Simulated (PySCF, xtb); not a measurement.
AlH2I, SMILES [AlH2][I].

GFN2-xTB run with xtb at its own geometry gives an orbital gap of 5.05 eV and a dipole moment of 3.38 D.

Coordinates come from a PBE-D3(BJ)/def2-TZVP optimisation. The def2 effective core potentials stand for the cores of I; spin–orbit coupling is left out.

**Question.** What does HF/def2-TZVPD in PySCF give? (The exact figures need the calculation; the answer reports its results.)

**Answer.** gap 10.81 eV (levels -10.15 and 0.66 eV), dipole 1.35 D.
